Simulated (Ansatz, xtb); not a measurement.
**Two structures of B2H2O2**

We compare a, a singlet given by its coordinates, with b, `O=BBO`, a singlet. Both are isolated molecules in the gas phase, relaxed with PBE0-D4/def2-TZVP; the shapes shown needn't be the lowest conformers.

a (Å):

| atom | x (Å) | y (Å) | z (Å) |
| --- | --- | --- | --- |
| B | -0.8446 | -1.6452 | 0.1630 |
| B | 0.3221 | -0.4261 | -0.4515 |
| O | -0.8726 | -0.8888 | -1.0135 |
| O | 0.3501 | -1.1826 | 0.7250 |
| H | -1.6157 | -2.4510 | 0.5692 |
| H | 1.0932 | 0.3797 | -0.8577 |

Close contacts (Å): B1–B2 1.80, B1–O3 1.40, B1–O4 1.40, B2–O3 1.40, B2–O4 1.40, B1–H5 1.19, B2–H6 1.19.

b (Å):

```xyz
6

B    -1.6743   -0.9571    0.0355
B    -0.0449   -1.0375   -0.4047
O    -2.8458   -0.8963    0.2986
O     0.8635   -1.1505    0.5790
H     0.2900   -0.9950   -1.5554
H     1.7722   -1.1914    0.2662
```

Quicker runs give these differences E(b) − E(a): GFN2-xTB +0.792 eV; HF/STO-3G +1.561 eV (at GFN2-xTB geometries); r2SCAN-D4/def2-SVP +1.200 eV (at GFN2-xTB geometries).

Task: Estimate E(b) − E(a) at the level CCSD(T)/def2-TZVPP.

Result: Calculated at CCSD(T)/def2-TZVPP: E(b) − E(a) = +1.223 eV, so structure a lies lower.

How the difference moves with the method:

```csv
level,geometry,E(b) − E(a) (eV),departure from the last row (eV),"job, with rough time for the two"
GFN2-xTB,GFN2-xTB,+0.792,−0.430,"optimisation, 0.33 s"
HF/STO-3G,GFN2-xTB,+1.561,+0.338,"single point, 0.5 s"
r2SCAN-D4/def2-SVP,GFN2-xTB,+1.200,−0.022,"single point, 3.2 s"
PBE0-D4/def2-TZVP,PBE0-D4/def2-TZVP,+1.351,+0.129,"optimisation, 41 s"
HF/def2-TZVPP,PBE0-D4/def2-TZVP,+1.483,+0.261,part of the CCSD(T) run
MP2/def2-TZVPP,PBE0-D4/def2-TZVP,+1.249,+0.027,part of the CCSD(T) run
CCSD(T)/def2-TZVPP,PBE0-D4/def2-TZVP,+1.223,,"single point, 41 s"
```

The levels shown agree on the order. The largest departure from CCSD(T)/def2-TZVPP is that of GFN2-xTB, 0.430 eV.

With harmonic frequencies from PBE0-D4/def2-TZVP (ideal gas, rigid rotor, one conformer each, 298.15 K, 1 atm): on the last row, ΔE + ΔZPE = +1.251, ΔH = +1.270, ΔG = +1.190 eV.

The correlated steps freeze 4 core orbitals. Run with Ansatz 0.2.0, xtb 6.7.1; the last row on 2 threads of Intel(R) Xeon(R) Processor @ 2.50GHz (Skylake/Cascade Lake) on a shared host.
